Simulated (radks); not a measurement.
Values are calculated unless marked as measured or tabulated.
Ionisation of Sb3+, [Kr] 4d10 5s2, to Sb4+, [Kr] 4d10 5s1, under several functionals. Scalar-relativistic Kohn-Sham, spin-polarised, spherical densities, finite nucleus; open shells are filled with parallel spins first (spin-orbit coupling, left out, can overturn this in heavy ions); a radial shooting solver on a logarithmic mesh with Libxc functionals.

functional	E(Sb3+) (hartree)	Exc (hartree)	IE (eV)	-e(HOMO) (eV)	<r> HOMO (bohr)	IE error (eV)
exchange-only PBE	-6476.86398	-166.64914	43.128	38.002	2.038	-0.676
MS2 meta-GGA	-6479.37390	-169.05489	43.512	38.671	2.033	-0.292
AM05	-6474.23153	-164.01275	43.934	38.950	2.014	+0.130
OLYP	-6482.03287	-171.98250	43.645	38.536	2.025	-0.159
LDA (Slater exchange, VWN5 correlation)	-6473.98618	-163.75726	44.506	39.397	2.012	+0.702
BP86	-6480.61662	-170.44554	44.126	39.132	2.015	+0.322
r2SCAN	-6480.35311	-169.87622	43.502	39.038	2.023	-0.302

NIST Atomic Spectra Database: 43.80 eV (measured). Closest: AM05. The Delta-SCF values span 1.38 eV, the total energies 8.05 hartree. The highest occupied level is 5s.
